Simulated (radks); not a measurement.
The manganese ion Mn3+, configuration [Ne] 3s2 3p4 3d4 4p2 (not the ground configuration). Method: Dirac Kohn-Sham, RPBE, spin-unpolarised, spherical densities, finite nucleus; open shells fill j = l - 1/2 first; Fermi nuclear charge, rms radius 3.7057 fm; computed with a radial shooting solver on a logarithmic mesh with Libxc functionals.

X-ray form factor f0, the Fourier transform of the density (f0(0) = 22):

| sin(theta)/lambda (1/angstrom) | f0 (electrons) |
|---|---|
| 0.05 | 21.594 |
| 0.1 | 20.524 |
| 0.15 | 19.118 |
| 0.2 | 17.663 |
| 0.25 | 16.299 |
| 0.3 | 15.048 |
| 0.4 | 12.815 |
| 0.5 | 10.913 |
| 0.6 | 9.398 |
| 0.8 | 7.454 |
| 1 | 6.359 |
| 1.25 | 5.356 |
| 1.5 | 4.442 |
| 2 | 2.936 |
